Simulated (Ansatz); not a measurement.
Frontier orbitals of H$_{12}$N$_{2}$Si$_{4}$Zn, SMILES `[SiH3][N]([SiH3])[Zn][N]([SiH3])[SiH3]`.

```json
{"atom": "Si1", "x (Å)": "-1.6458", "y (Å)": "2.0256", "z (Å)": "1.5663"}
{"atom": "N2", "x (Å)": "-1.0535", "y (Å)": "1.4878", "z (Å)": "0.0396"}
{"atom": "Si3", "x (Å)": "-1.3951", "y (Å)": "2.2756", "z (Å)": "-1.4548"}
{"atom": "Zn4", "x (Å)": "-0.0013", "y (Å)": "-0.0008", "z (Å)": "0.0012"}
{"atom": "N5", "x (Å)": "1.0512", "y (Å)": "-1.4890", "z (Å)": "-0.0377"}
{"atom": "Si6", "x (Å)": "0.2963", "y (Å)": "-3.0118", "z (Å)": "-0.3237"}
{"atom": "Si7", "x (Å)": "2.7448", "y (Å)": "-1.2891", "z (Å)": "0.2120"}
{"atom": "H8", "x (Å)": "-1.1653", "y (Å)": "3.3956", "z (Å)": "1.9006"}
{"atom": "H9", "x (Å)": "-3.1347", "y (Å)": "2.0491", "z (Å)": "1.6080"}
{"atom": "H10", "x (Å)": "-1.1588", "y (Å)": "1.0875", "z (Å)": "2.6179"}
{"atom": "H11", "x (Å)": "-0.7280", "y (Å)": "1.5160", "z (Å)": "-2.5512"}
{"atom": "H12", "x (Å)": "-0.8872", "y (Å)": "3.6761", "z (Å)": "-1.4772"}
{"atom": "H13", "x (Å)": "-2.8573", "y (Å)": "2.3233", "z (Å)": "-1.7366"}
{"atom": "H14", "x (Å)": "-1.1708", "y (Å)": "-2.7905", "z (Å)": "-0.4715"}
{"atom": "H15", "x (Å)": "0.8004", "y (Å)": "-3.6604", "z (Å)": "-1.5666"}
{"atom": "H16", "x (Å)": "0.5190", "y (Å)": "-3.9627", "z (Å)": "0.8012"}
{"atom": "H17", "x (Å)": "3.0197", "y (Å)": "0.1587", "z (Å)": "0.4414"}
{"atom": "H18", "x (Å)": "3.5401", "y (Å)": "-1.7373", "z (Å)": "-0.9655"}
{"atom": "H19", "x (Å)": "3.2262", "y (Å)": "-2.0536", "z (Å)": "1.3967"}
```

Total charge 0; spin multiplicity 1. For Zn the d shell is correlated and the shells below it are frozen. Scalar relativity is left out up to krypton. The geometry is a stationary point of PBE0-D4/def2-TZVP. It is one conformer, not always the lowest. Basis def2-TZVPP, the Gaussian-basis code of Ansatz.

```tsv
functional	HOMO (eV)	LUMO (eV)	gap (eV)
PBE	-6.33	-2.22	4.11
PBE0	-7.59	-1.35	6.24
B3LYP	-7.37	-1.56	5.81
r2SCAN0	-7.78	-1.23	6.55
LC-ωPBE	-10.27	0.86	11.13
ωB97X-V	-9.94	0.62	10.56
ωB97M-V	-9.85	0.34	10.19
HF	-10.64	1.68	12.32
```

What is the vertical ionisation energy at frozen-core CCSD(T)/def2-TZVPP? (Best estimate.)

Computed: 9.54 eV (T1 of the cation 0.022).

Against PBE, PBE0 changes HOMO and LUMO by −1.25 and +0.87 eV, ωB97M-V by −3.52 and +2.56 eV. A gap of 4.11 eV thus becomes 10.20 eV for the same molecule, so an orbital gap means little without its functional. A positive LUMO is unbound and depends on the basis. −ε(HOMO) differs from that ionisation energy by −3.20 eV with PBE and +0.32 eV with ωB97M-V.

B3LYP here is the variant with VWN-RPA as its local correlation; programs differ in this. LC-ωPBE has ω = 0.4 bohr⁻¹.
